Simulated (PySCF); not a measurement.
Ligand exchange on a metal centre used in film growth or etching (Zr F-H). Gas-phase values, no solvent.

The numbers are results of B3LYP-D3(BJ)/def2-TZVP // BP86-D3(BJ)/def2-SVP in PySCF, not measurements. B3LYP has the VWN-RPA correlation part, as in Gaussian. 

```tsv
species	HOMO–LUMO gap (eV)	coordination number
0 of 4 F replaced by H ([Zr(F)4])	10.13	4
2 of 4 F replaced by H ([Zr(F)2(H)2])	?	?
3 of 4 F replaced by H ([Zr(F)(H)3])	5.76	4
4 of 4 F replaced by H ([Zr(H)4])	5.58	4
```

Q: What belongs in the gaps?

A: 
- 2 of 4 F replaced by H ([Zr(F)2(H)2]), HOMO–LUMO gap (eV): 5.82
- 2 of 4 F replaced by H ([Zr(F)2(H)2]), coordination number: 4
